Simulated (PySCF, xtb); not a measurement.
CHO2, SMILES O=[C]O, multiplicity 2.

Coordinates come from a ωB97X-D3(BJ)/def2-TZVP optimisation. The isomer is the one that the SMILES or the coordinates give; other isomers of the formula were not compared. Other conformers were not sampled.

Calculation: PySCF with IEF-PCM-PBE0/def2-SVP.

The values are the electrostatic part of the solvation free energy, E(continuum) − E(gas) at the gas-phase geometry, in a cavity of scaled van der Waals radii (PySCF's table); cavitation and dispersion terms are not included. The dipole moment in vacuum is 2.03 D.

```
solvent            ε  ΔG(elec) (kcal/mol)  dipole (D)
-------------  -----  -------------------  ----------
water          78.36                    …           …
n-hexane        1.88                 -2.0        2.19
chlorobenzene   5.70                 -4.2        2.37
```

Problem. Fill in the missing entries. (An estimate is asked for; the answer gives what the named calculation found.)

Solution. 
- water, ΔG(elec) (kcal/mol): -5.5
- water, dipole (D): 2.48

For comparison, GFN2-xTB/ALPB(water) (xtb, at the GFN2-xTB geometry, all terms of that model) gives -6.1 kcal/mol.
